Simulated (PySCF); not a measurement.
O2Se, SMILES [Se](=O)=O. Coordinates come from a PBE0-D3(BJ)/def2-TZVP optimisation.

TDDFT-PBE/def2-SVPD run with PySCF puts the lowest singlet excitations at 3.18, 3.22, 5.08, 6.45, 6.69, 7.05 eV.

Problem. What are the lowest excitation roots from ADC(2)/aug-cc-pVDZ (PySCF)? (Estimate from the structure and the level; the computed values follow.)

Solution. 3.01, 3.03, 4.68, 6.75, 6.79, 6.80 eV. S1 differs by -0.17 eV (second minus first; roots are paired by order, and the bases may differ).
